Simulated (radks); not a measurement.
Q: All-electron atom: Pt LVIII in [Ar] 3d3. All-electron calculation, scalar-relativistic Kohn-Sham, LDA (Slater exchange, VWN5 correlation), spin-polarised, spherical densities, finite nucleus; open shells are filled with parallel spins first (spin-orbit coupling, left out, can overturn this in heavy ions); Fermi nuclear charge, rms radius 5.427 fm. Program: a radial shooting solver on a logarithmic mesh with Libxc functionals. Some entries of the table are withheld. Estimate them.

orbital  occ.  eigenvalue (Ry)  <1/r> (bohr^-1)
1s up       1        -6051.895            93.84
1s down     1        -6051.855            93.84
2s up       1        -1299.684            22.13
2s down     1        -1298.406            22.15
2p up       3        -1166.634            19.77
2p down     3        -1165.584            19.78
3s up       1        -493.3461            8.695
3s down     1        -491.9208            8.677
3p up       3        -454.2616            8.008
3p down     3        -452.8311            7.991
3d up       3        -418.2464            7.552
3d down     0        -416.4647            7.542
4s up       0        -254.6361              (1)
4s down     0        -254.1311              (2)
4p up       0              (3)            4.219
4p down     0              (4)            4.211

A: 
(1) 4s up <1/r> (bohr^-1): 4.495
(2) 4s down <1/r> (bohr^-1): 4.486
(3) 4p up eigenvalue (Ry): -239.0691
(4) 4p down eigenvalue (Ry): -238.5725
